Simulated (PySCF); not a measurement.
Gas-phase reaction: GaF + 2 FO → GaF₃ + 2 O

Method: PySCF energies plus ideal-gas RRHO corrections (1 bar). † marks an energy on the PBE0/def2-TZVP geometry and frequencies. CCSD(T) freezes the core. Open shells (unrestricted): FO (multiplicity 2, electronic degeneracy 4), O (multiplicity 3, electronic degeneracy 9); the rest are closed-shell singlets. Spin-orbit splitting is ignored; it lowers the true energy and changes the entropy of FO, O. B3LYP is the form with VWN-RPA correlation. Ga: all electrons, no relativistic terms. CCSD(T) isn't extrapolated to the basis-set limit; its ΔH°(298 K) is -445.4 kJ in def2-SVP and -421.8 kJ in def2-TZVPP. The harmonic model lacks anharmonicity and excited electronic states, which grow with temperature; levels with a mode under 35 cm⁻¹ are left out.

```csv
level,"ΔE electronic, kJ","ΔH°(298 K), kJ","ΔS°(298 K), J/K","ΔG°(800 K), kJ"
B3LYP/def2-TZVP†,-313,-313,-45,-281
CCSD(T)/def2-SVP†,-445,-445,-45,-414
PBE/def2-TZVP†,-225,-225,-45,-193
PBE0/def2-QZVP†,-346,-346,-45,-314
PBE0/def2-SVP†,-337,-337,-45,-305
LDA/def2-TZVP†,-164,-164,-45,-132
```
ΔH° is lowest at CCSD(T)/def2-SVP† and highest at LDA/def2-TZVP†. No reference value is set beside these.
